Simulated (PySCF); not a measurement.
SMILES c1c(C)cc(C(C)C)cc1, C₁₀H₁₄

Molfile (atoms numbered from 1):
```
C10H14
     RDKit          3D

 24 24  0  0  0  0  0  0  0  0999 V2000
    2.9650    1.0641    1.1562 C   0  0  0  0  0  0  0  0  0  0  0  0
    1.9332    0.2632    0.4149 C   0  0  0  0  0  0  0  0  0  0  0  0
    2.3057   -0.8107   -0.4027 C   0  0  0  0  0  0  0  0  0  0  0  0
    1.3398   -1.5666   -1.0602 C   0  0  0  0  0  0  0  0  0  0  0  0
   -0.0117   -1.2599   -0.9124 C   0  0  0  0  0  0  0  0  0  0  0  0
   -0.4149   -0.1918   -0.1063 C   0  0  0  0  0  0  0  0  0  0  0  0
   -1.8824    0.1482    0.0545 C   0  0  0  0  0  0  0  0  0  0  0  0
   -2.3448   -0.0204    1.5014 C   0  0  0  0  0  0  0  0  0  0  0  0
   -2.2006    1.5466   -0.4733 C   0  0  0  0  0  0  0  0  0  0  0  0
    0.5726    0.5553    0.5461 C   0  0  0  0  0  0  0  0  0  0  0  0
    2.6428    2.1061    1.2978 H   0  0  0  0  0  0  0  0  0  0  0  0
    3.1480    0.6400    2.1580 H   0  0  0  0  0  0  0  0  0  0  0  0
    3.9280    1.0725    0.6252 H   0  0  0  0  0  0  0  0  0  0  0  0
    3.3650   -1.0532   -0.5252 H   0  0  0  0  0  0  0  0  0  0  0  0
    1.6422   -2.4012   -1.6978 H   0  0  0  0  0  0  0  0  0  0  0  0
   -0.7674   -1.8546   -1.4333 H   0  0  0  0  0  0  0  0  0  0  0  0
   -2.4442   -0.5754   -0.5609 H   0  0  0  0  0  0  0  0  0  0  0  0
   -2.1354   -1.0353    1.8712 H   0  0  0  0  0  0  0  0  0  0  0  0
   -1.8316    0.6902    2.1689 H   0  0  0  0  0  0  0  0  0  0  0  0
   -3.4273    0.1619    1.5913 H   0  0  0  0  0  0  0  0  0  0  0  0
   -1.6838    2.3220    0.1145 H   0  0  0  0  0  0  0  0  0  0  0  0
   -1.8860    1.6583   -1.5216 H   0  0  0  0  0  0  0  0  0  0  0  0
   -3.2813    1.7514   -0.4147 H   0  0  0  0  0  0  0  0  0  0  0  0
    0.2774    1.3981    1.1791 H   0  0  0  0  0  0  0  0  0  0  0  0
  1  2  1  0
  2  3  1  0
  3  4  2  0
  4  5  1  0
  5  6  2  0
  6  7  1  0
  7  8  1  0
  7  9  1  0
  6 10  1  0
 10  2  2  0
  1 11  1  0
  1 12  1  0
  1 13  1  0
  3 14  1  0
  4 15  1  0
  5 16  1  0
  7 17  1  0
  8 18  1  0
  8 19  1  0
  8 20  1  0
  9 21  1  0
  9 22  1  0
  9 23  1  0
 10 24  1  0
M  END
```

The calculation used quadratic response CAM-B3LYP/def2-SVPD first hyperpolarisability, Taylor convention, gas phase in PySCF 2.14.0. Geometry: PBE0-D3(BJ)/def2-SVP.

(1) Give the tensor of the static β(0;0,0) in the axes of these coordinates.

Answers

(1) In au, Taylor convention; rows are the first index (the induced dipole):
|  | xx | yy | zz | xy | xz | yz |
| --- | --- | --- | --- | --- | --- | --- |
| x | -8.9 | +12.8 | +9.6 | +11.0 | +9.7 | -1.8 |
| y | +11.0 | -1.5 | +4.3 | +12.8 | -1.8 | +0.2 |
| z | +9.7 | +0.2 | -0.9 | -1.8 | +9.6 | +4.3 |

Norm of βᵢ = ⅓ Σⱼ (βᵢⱼⱼ + βⱼᵢⱼ + βⱼⱼᵢ): 21.3 au, hyper-Rayleigh value 13.6 au.
